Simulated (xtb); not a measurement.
F3Ge, SMILES [Ge]([F])([F])[F] (connectivity only; charge and spin as stated), charge +1, multiplicity 1. All values are semi-empirical tight-binding results from xtb (GFN2-xTB unless named), good for trends rather than for accurate numbers. Coordinates come from a GFN2-xTB optimisation. The spin state was assumed, not searched. The isomer is the one that the SMILES or the coordinates give; other isomers of the formula were not compared.

Optimised geometry:

```xyz
4

F      1.6822     0.0000     0.0000
Ge     0.0000     0.0000     0.0000
F     -0.8411     1.4569     0.0000
F     -0.8411    -1.4569     0.0000
```
Charge +1, spin multiplicity 1.

For metal compounds this method's bond lengths and energies can be far off.

```
Item                                           Result
-------------------------------------  --------------
point group as xtb finds it                       D3h
orbital gap                                   4.07 eV
zero-point energy                        2.8 kcal/mol
G − E(el) at 298.15 K (modified RRHO)  -14.8 kcal/mol
```

Computed atomic charges and the Wiberg bond orders between heavy atoms:
charges (e) F1 0.11, Ge2 0.67, F3 0.11, F4 0.11. Bond orders F1–Ge2 1.33, Ge2–F3 1.33, Ge2–F4 1.33.
